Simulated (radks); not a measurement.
Problem. These are the eigenvalues of the occupied orbitals of an atom or ion with whole-number occupations (Ry). Calculated with a radial shooting solver on a logarithmic mesh with Libxc functionals: Dirac Kohn-Sham, B86b exchange with PBE correlation, spin-unpolarised, spherical densities, point nucleus.

orbital  eigenvalue
1s1/2     -2629.561
2s1/2     -412.3867
2p1/2     -387.9436
2p3/2     -362.0463
3s1/2     -85.80757
3p1/2     -75.60143
3p3/2     -70.63857
3d3/2     -52.71514
3d5/2     -51.66170
4s1/2     -16.26528
4p1/2     -12.60339
4p3/2     -11.59145
4d3/2      -5.64007
4d5/2      -5.47216
5s1/2      -2.05042
5p1/2      -1.16237
5p3/2      -1.04184
6p1/2      -0.09673

Which element is it, and in what charge state? The configuration may be excited. Open shells, if any, fill j = l - 1/2 first.

Solution. Z = 55, caesium, charge 0: Cs in [Xe] 6p1. The list shows which subshells hold electrons but not how many an open one holds; the 1s level, -1314.8 hartree, gives Z - s = 51.3 by -(Z - s)^2/2, which with screening and relativity narrows Z to a few neighbours, and the depths of the outer levels then fix element, charge and occupations together.
